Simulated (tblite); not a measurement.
Species: C6H9GeNS.
Atom-mapped SMILES: `[N:1]#[C:2][C@@H:3]1[CH2:4][GeH2:5][CH2:6][CH:7]=[CH:8][S:9]1` (hydrogens: H10 on C3; H11, H12 on C4; H13, H14 on Ge5; H15, H16 on C6; H17 on C7; H18 on C8)

Computed with GFN2-xTB (tblite), gas phase: L-BFGS steps from a force-field or distance-geometry start until the largest atomic force falls under 0.01 eV/Å.

Step 38: E = -692.2798 eV
```
atom  x, y, z in Å  |  force x, y, z in eV/Å
N1     -1.8986    0.7018    2.1318    0.065   0.075   0.020
C2     -1.7433    0.7975    1.0025    0.091  -0.054  -0.119
C3     -1.5461    0.8168   -0.4169   -0.008  -0.080  -0.089
C4     -1.4172   -0.6017   -0.9707    0.155  -0.110  -0.004
Ge5     0.0444   -1.6403   -0.0912    0.101   0.008   0.091
C6      1.7602   -0.6139   -0.1142   -0.001  -0.007  -0.086
C7      1.7695    0.6196    0.7082   -0.011  -0.022   0.035
C8      1.0294    1.6903    0.4655    0.063   0.105   0.001
S9     -0.0789    1.8539   -0.9107   -0.133  -0.010   0.085
H10    -2.3887    1.3331   -0.8889   -0.018   0.065  -0.005
H11    -2.3688   -1.1319   -0.8716    0.027   0.058   0.042
H12    -1.1971   -0.5289   -2.0394   -0.019  -0.010   0.038
H13    -0.3527   -2.0724    1.2958    0.020   0.055  -0.056
H14     0.3205   -2.8824   -0.8974   -0.101  -0.043  -0.026
H15     1.8941   -0.3236   -1.1595   -0.005  -0.023  -0.106
H16     2.5961   -1.2622    0.1502   -0.101  -0.007   0.061
H17     2.4383    0.6528    1.5598   -0.058  -0.063   0.005
H18     1.1302    2.5976    1.0351   -0.067   0.062   0.112
```

Step 39: E = -692.2848 eV
```
atom  x, y, z in Å  |  force x, y, z in eV/Å
N1     -1.8876    0.7120    2.1280    0.070   0.091  -0.095
C2     -1.7374    0.8070    0.9971    0.097  -0.080  -0.004
C3     -1.5397    0.8197   -0.4228   -0.062  -0.094  -0.033
C4     -1.4183   -0.6039   -0.9677    0.107  -0.085  -0.007
Ge5     0.0488   -1.6443   -0.0959    0.113   0.035   0.096
C6      1.7640   -0.6101   -0.1208   -0.024  -0.005  -0.067
C7      1.7617    0.6173    0.7145   -0.012  -0.046  -0.036
C8      1.0256    1.6903    0.4664    0.094   0.038   0.052
S9     -0.0710    1.8489   -0.9171   -0.128   0.023   0.029
H10    -2.3834    1.3368   -0.8937    0.004   0.047  -0.015
H11    -2.3737   -1.1273   -0.8583    0.064   0.055   0.046
H12    -1.2109   -0.5334   -2.0385    0.005  -0.034   0.024
H13    -0.3366   -2.0786    1.2945    0.011   0.075  -0.058
H14     0.3149   -2.8948   -0.8925   -0.090  -0.025  -0.046
H15     1.8990   -0.3105   -1.1644   -0.018  -0.034  -0.067
H16     2.6018   -1.2583    0.1411   -0.117   0.020   0.058
H17     2.4193    0.6421    1.5744   -0.052  -0.055   0.010
H18     1.1148    2.5934    1.0440   -0.064   0.072   0.113
```

Step 40: E = -692.2928 eV
```
atom  x, y, z in Å  |  force x, y, z in eV/Å
N1     -1.8701    0.7248    2.1212    0.067   0.100  -0.164
C2     -1.7284    0.8158    0.9882    0.104  -0.103   0.117
C3     -1.5329    0.8195   -0.4316   -0.087  -0.071   0.046
C4     -1.4156   -0.6096   -0.9643    0.027   0.007   0.037
Ge5     0.0562   -1.6490   -0.0987    0.106   0.064   0.028
C6      1.7677   -0.6041   -0.1318   -0.062  -0.009  -0.016
C7      1.7527    0.6151    0.7198    0.007  -0.042  -0.075
C8      1.0245    1.6935    0.4681    0.062  -0.020   0.098
S9     -0.0650    1.8465   -0.9235   -0.078   0.060  -0.003
H10    -2.3796    1.3382   -0.8976    0.036   0.015  -0.044
H11    -2.3760   -1.1203   -0.8433    0.072   0.003   0.053
H12    -1.2257   -0.5372   -2.0351    0.060  -0.081  -0.074
H13    -0.3169   -2.0807    1.2929   -0.006   0.081  -0.017
H14     0.3025   -2.9102   -0.8875   -0.069   0.008  -0.050
H15     1.9062   -0.2986   -1.1737   -0.031  -0.034  -0.023
H16     2.6028   -1.2543    0.1333   -0.090   0.037   0.046
H17     2.3953    0.6254    1.5928   -0.069  -0.041  -0.033
H18     1.0936    2.5913    1.0592   -0.048   0.025   0.073
```

Q: Estimate the geometry and energy of step 41. (The exact step hangs on the optimiser's Hessian estimate; all steps are aligned on step 40, rigid shifts and turns removed.)

A: E = -692.2982 eV, largest force 0.206 eV/Å
```
atom  x, y, z in Å  |  force x, y, z in eV/Å
N1     -1.8592    0.7313    2.1167    0.062   0.088  -0.127
C2     -1.7225    0.8148    0.9827    0.082  -0.089   0.167
C3     -1.5316    0.8158   -0.4358   -0.064  -0.021   0.070
C4     -1.4103   -0.6136   -0.9638   -0.027   0.058   0.028
Ge5     0.0613   -1.6516   -0.0984    0.061   0.051  -0.040
C6      1.7669   -0.6011   -0.1383   -0.059  -0.006   0.009
C7      1.7499    0.6157    0.7187   -0.010  -0.016  -0.083
C8      1.0275    1.6991    0.4701   -0.018  -0.050   0.088
S9     -0.0693    1.8529   -0.9193   -0.016   0.078  -0.024
H10    -2.3801    1.3363   -0.8986    0.053  -0.017  -0.055
H11    -2.3737   -1.1171   -0.8382    0.077  -0.036   0.040
H12    -1.2261   -0.5373   -2.0344    0.076  -0.117  -0.106
H13    -0.3101   -2.0783    1.2923   -0.012   0.076   0.021
H14     0.2902   -2.9202   -0.8851   -0.049   0.047  -0.033
H15     1.9114   -0.2991   -1.1806   -0.041  -0.023   0.004
H16     2.5972   -1.2525    0.1349   -0.043   0.030   0.033
H17     2.3857    0.6167    1.5966   -0.055  -0.030  -0.039
H18     1.0842    2.5942    1.0688   -0.016  -0.023   0.046
```

The energy changes by -0.0054 eV. The first-order estimate −F·Δx gives -0.0077 eV and the mean of the old and new forces, exact on a quadratic surface, -0.0054 eV. The step makes an angle of 63° with the force vector and moves no atom by more than 0.016 Å.

The cost below is that of the whole relaxation. On an Arm Neoverse V2 with one thread, no GPU, shared host with 192 logical CPUs at a one-minute load of 397, this took 0.71 s of wall time.
